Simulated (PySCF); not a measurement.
Below is a simulated gas-phase C 1s photoelectron spectrum of BCl2(OEt), `CCOB(Cl)Cl`.

Every computed line was given a Gaussian of 0.4 eV full width at half maximum and an area set by the number of equivalent atoms; the highest printed point is 100. Level of theory: delta-SCF UKS SCAN, pcX-2 on the ionised atom, pcseg-1 elsewhere, spin-free X2C (PySCF 2.14.0).

```tsv
binding energy (eV)	intensity
290.7	1
290.8	3
290.9	12
291.0	33
291.1	68
291.2	97
291.3	98
291.4	70
291.5	35
291.6	13
291.7	3
291.8	1
291.9	0
292.0	0
292.1	0
292.2	0
292.3	0
292.4	1
292.5	4
292.6	16
292.7	41
292.8	76
292.9	100
293.0	93
293.1	61
293.2	28
293.3	9
293.4	2
293.5	0
```

Question: How many maxima does the curve show, and how many computed lines lie under it?

Answer: The curve has 2 maxima (at 291.3 and 292.9 eV). Under it lie 2 lines from 2 inequivalent carbon sites.

Question: Decompose the envelope and assign each component. Bonds: B1–Cl2, B1–Cl3, B1–O4, O4–C5, C5–C6. Hydrogens: H7, H8 on C5; H9, H10, H11 on C6.

Answer: 
| position (eV) | relative area | line | atoms | environment |
| --- | --- | --- | --- | --- |
| 291.25 | 1 | C 1s | C6 | carbon bonded to C and 3 H |
| 292.93 | 1 | C 1s | C5 | carbon bonded to C, O and 2 H |

Question: What are the centre and the root-mean-square width of the whole band?

Answer: The area-weighted mean of the lines is 292.09 eV. Their own spread about it is 0.84 eV (rms) and each Gaussian has σ = 0.4/2.355 = 0.17 eV; the variances add, which gives 0.86 eV.

Question: Above which line width would these two lines show one maximum?

Answer: Two equal Gaussians merge once their distance is under 2σ = FWHM/1.177. With 1.68 eV between them that is a full width over 1.98 eV.

Lowest listed C 1s: C6, bonded to C and 3 H. Highest, 1.68 eV above it: C5, bonded to O, C and 2 H.

No satellites, vibrations or lifetime broadening are included. One conformer (not necessarily the lowest) at the PBE0-D3(BJ)/def2-SVP geometry, without solvent, vibrations or thermal averaging.
